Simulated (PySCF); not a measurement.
```xyz
5
charge 0 multiplicity 5, angstrom
Ru    0.0000    0.0000    0.0000
O     0.0149    0.0000    1.8983
O    -0.0149    0.0000   -1.8983
H    -0.7429    0.0000    2.4841
H     0.7429    0.0000   -2.4841
```

These are results of PySCF, UPBE0, basis Ru def2-TZVP with ECP28, O def2-TZVP, H def2-TZVP (scalar-relativistic core potentials, no spin–orbit coupling, density fitting), not measurements.

This geometry of Ru(OH)₂ is a stationary point at this level.

Question: What is the point group?

Answer: C2h.

Question: Is it a minimum?

Answer: No: it has 1 imaginary mode, at 265i cm⁻¹ (au).

Question: Which band is strongest in the infrared?

Answer: 470 cm⁻¹ (bu), 329 km/mol.

Question: What are the dipole moment and the gap between the highest occupied and lowest empty levels of either spin?

Answer: 0.00 D and 3.72 eV.

Other isomers or separated fragments may lie lower. Open d and f shells are described by one determinant, and the ground state may have another occupation or spin. At this level a quintet minimum of C2 symmetry lies 4 kJ/mol below this structure.
